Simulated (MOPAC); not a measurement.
Input for MOPAC: PM3 on CH10Si2 (a complex), monomers drawn apart or pushed together.

```
PM3 1SCF PRECISE CHARGE=0 THREADS=1
CH10Si2

C      0.05535167 1    -0.12600641 1     0.04638941 1
H     -0.37250102 1    -1.04826816 1     0.43674512 1
H     -0.53475486 1     0.72179821 1     0.39153250 1
H      1.07997198 1    -0.02251147 1     0.39980190 1
H      0.04670512 1    -0.15459481 1    -1.04226216 1
Si     1.06775343 1     0.43311136 1     3.77429860 1
Si    -1.11773222 1    -0.31656126 1     3.37794059 1
H      1.79606144 1    -0.54517286 1     4.61881622 1
H      1.03832261 1     1.73685904 1     4.48145902 1
H      1.80744756 1     0.60230303 1     2.50128573 1
H     -1.10087867 1    -1.62802231 1     2.68683512 1
H     -1.85807234 1     0.65547961 1     2.53851938 1
H     -1.83646711 1    -0.47160498 1     4.66666170 1
```

The log:

```
*******************************************************************************
 **                                                                           **
 **                              MOPAC v23.2.5                                **
 **                                                                           **
 *******************************************************************************
 ** MOPAC's Digital Object Identifier: https://doi.org/10.5281/zenodo.6511958 **
 **                                                                           **
 ** Please cite the open-source release paper for use of this MOPAC version:  **
 ** J. E. Moussa and J. J. P. Stewart (2026)                                  **
 ** MOPAC: An open-source semiempirical molecular orbital program             **
 ** J. Open Source Softw., 11(119), 8025, https://doi.org/10.21105/joss.08025 **
 *******************************************************************************

                              PM3 CALCULATION RESULTS

 *******************************************************************************
 *  PM3        - The PM3 Hamiltonian to be used
 *
 *
 *
 *                 CHARGE ON SYSTEM = 0
 *
 *
 *
 *  PRECISE    - TIGHTER CRITERIA TO BE USED
 *  1SCF       - DO 1 SCF AND THEN STOP
 *  THREADS=1  - MULTI-THREADING NOT USED
 *  T=         - A TIME OF 172800.0 SECONDS REQUESTED
 *  DUMP=N     - RESTART FILE WRITTEN EVERY 7200.0 SECONDS REQUESTED
 *******************************************************************************
PM3 1SCF PRECISE CHARGE=0 THREADS=1
 CH10Si2

   ATOM   CHEMICAL          X               Y               Z
  NUMBER   SYMBOL      (ANGSTROMS)     (ANGSTROMS)     (ANGSTROMS)

     1       C          0.05535167  *  -0.12600641  *   0.04638941  *
     2       H         -0.37250102  *  -1.04826816  *   0.43674512  *
     3       H         -0.53475486  *   0.72179821  *   0.39153250  *
     4       H          1.07997198  *  -0.02251147  *   0.39980190  *
     5       H          0.04670512  *  -0.15459481  *  -1.04226216  *
     6      Si          1.06775343  *   0.43311136  *   3.77429860  *
     7      Si         -1.11773222  *  -0.31656126  *   3.37794059  *
     8       H          1.79606144  *  -0.54517286  *   4.61881622  *
     9       H          1.03832261  *   1.73685904  *   4.48145902  *
    10       H          1.80744756  *   0.60230303  *   2.50128573  *
    11       H         -1.10087867  *  -1.62802231  *   2.68683512  *
    12       H         -1.85807234  *   0.65547961  *   2.53851938  *
    13       H         -1.83646711  *  -0.47160498  *   4.66666170  *



          CARTESIAN COORDINATES

    NO.       ATOM           X           Y           Z

     1         C          0.0554     -0.1260      0.0464
     2         H         -0.3725     -1.0483      0.4367
     3         H         -0.5348      0.7218      0.3915
     4         H          1.0800     -0.0225      0.3998
     5         H          0.0467     -0.1546     -1.0423
     6        Si          1.0678      0.4331      3.7743
     7        Si         -1.1177     -0.3166      3.3779
     8         H          1.7961     -0.5452      4.6188
     9         H          1.0383      1.7369      4.4815
    10         H          1.8074      0.6023      2.5013
    11         H         -1.1009     -1.6280      2.6868
    12         H         -1.8581      0.6555      2.5385
    13         H         -1.8365     -0.4716      4.6667

  H: (PM3): J. J. P. STEWART, J. COMP. CHEM. 10, 209 (1989).
  C: (PM3): J. J. P. STEWART, J. COMP. CHEM. 10, 209 (1989).
 Si: (PM3): J. J. P. STEWART, J. COMP. CHEM. 10, 209 (1989).

           Empirical Formula: C H10 Si2  =    13 atoms



      MOLECULAR POINT GROUP   :   C1


      RHF CALCULATION, NO. OF DOUBLY OCCUPIED LEVELS = 11


 -------------------------------------------------------------------------------
 PM3 1SCF PRECISE CHARGE=0 THREADS=1
 CH10Si2



     1SCF WAS SPECIFIED, SO BFGS WAS NOT USED
     SCF FIELD WAS ACHIEVED


                              PM3 CALCULATION
                                                       MOPAC v23.2.5 Linux




          FINAL HEAT OF FORMATION =          5.10260 KCAL/MOL =      21.34927 KJ/MOL


          COSMO AREA              =        150.21 SQUARE ANGSTROMS
          COSMO VOLUME            =        148.42 CUBIC ANGSTROMS

          IONIZATION POTENTIAL    =         10.036282 EV
          HOMO LUMO ENERGIES (EV) =        -10.036 -1.320
          NO. OF FILLED LEVELS    =         11
          MOLECULAR WEIGHT        =         78.2610         POINT GROUP:  C1

          MOLECULAR DIMENSIONS (Angstroms)

            Atom       Atom       Distance
            H    13    H     5     6.01985
            H     9    H    11     4.28805
            H     8    H    12     3.98112


          SCF CALCULATIONS        =          1





   ATOM   CHEMICAL          X               Y               Z
  NUMBER   SYMBOL      (ANGSTROMS)     (ANGSTROMS)     (ANGSTROMS)

     1       C          0.05535167  *  -0.12600641  *   0.04638941  *
     2       H         -0.37250102  *  -1.04826816  *   0.43674512  *
     3       H         -0.53475486  *   0.72179821  *   0.39153250  *
     4       H          1.07997198  *  -0.02251147  *   0.39980190  *
     5       H          0.04670512  *  -0.15459481  *  -1.04226216  *
     6      Si          1.06775343  *   0.43311136  *   3.77429860  *
     7      Si         -1.11773222  *  -0.31656126  *   3.37794059  *
     8       H          1.79606144  *  -0.54517286  *   4.61881622  *
     9       H          1.03832261  *   1.73685904  *   4.48145902  *
    10       H          1.80744756  *   0.60230303  *   2.50128573  *
    11       H         -1.10087867  *  -1.62802231  *   2.68683512  *
    12       H         -1.85807234  *   0.65547961  *   2.53851938  *
    13       H         -1.83646711  *  -0.47160498  *   4.66666170  *

                             CARTESIAN COORDINATES

   1    C        0.055351670    -0.126006410     0.046389410
   2    H       -0.372501020    -1.048268160     0.436745120
   3    H       -0.534754860     0.721798210     0.391532500
   4    H        1.079971980    -0.022511470     0.399801900
   5    H        0.046705120    -0.154594810    -1.042262160
   6   Si        1.067753430     0.433111360     3.774298600
   7   Si       -1.117732220    -0.316561260     3.377940590
   8    H        1.796061440    -0.545172860     4.618816220
   9    H        1.038322610     1.736859040     4.481459020
  10    H        1.807447560     0.602303030     2.501285730
  11    H       -1.100878670    -1.628022310     2.686835120
  12    H       -1.858072340     0.655479610     2.538519380
  13    H       -1.836467110    -0.471604980     4.666661700


           Empirical Formula: C H10 Si2  =    13 atoms



      MOLECULAR POINT GROUP   :   C1


                  EIGENVALUES
 -29.85878 -16.80732 -15.75789 -13.83023 -13.65666 -13.47751 -12.66374 -12.31630
 -10.96147 -10.86084 -10.03628  -1.31991   0.86618   1.50550   1.74739   1.74856
   2.38030   2.38181   4.44259   4.75490   4.77625   4.79220


              NET ATOMIC CHARGES AND DIPOLE CONTRIBUTIONS

  ATOM NO.   TYPE          CHARGE      No. of ELECS.   s-Pop       p-Pop
    1          C          -0.138947        4.1389     1.11952     3.01943
    2          H           0.037167        0.9628     0.96283
    3          H           0.035913        0.9641     0.96409
    4          H           0.037780        0.9622     0.96222
    5          H           0.025025        0.9750     0.97497
    6         Si           0.335128        3.6649     0.96183     2.70304
    7         Si           0.336391        3.6636     0.96280     2.70081
    8          H          -0.112506        1.1125     1.11251
    9          H          -0.112535        1.1125     1.11254
   10          H          -0.108221        1.1082     1.10822
   11          H          -0.109627        1.1096     1.10963
   12          H          -0.109632        1.1096     1.10963
   13          H          -0.115936        1.1159     1.11594
 DIPOLE           X         Y         Z       TOTAL
 POINT-CHG.     0.028     0.002     0.026     0.039
 HYBRID        -0.009     0.001     0.013     0.016
 SUM            0.019     0.002     0.040     0.044


          ATOMIC ORBITAL ELECTRON POPULATIONS

     Atom    s        px        py        pz
    1  C   1.11952   1.01066   1.00942   0.99935
    2  H   0.96283
    3  H   0.96409
    4  H   0.96222
    5  H   0.97497
    6 Si   0.96183   0.92777   0.88997   0.88530
    7 Si   0.96280   0.92930   0.88938   0.88212
    8  H   1.11251
    9  H   1.11254
   10  H   1.10822
   11  H   1.10963
   12  H   1.10963
   13  H   1.11594

 **********************
 *                    *
 * JOB ENDED NORMALLY *
 *                    *
 **********************




 == MOPAC DONE ==
```

The run finished.

Cost: about 0.03 core-seconds (a rough figure).
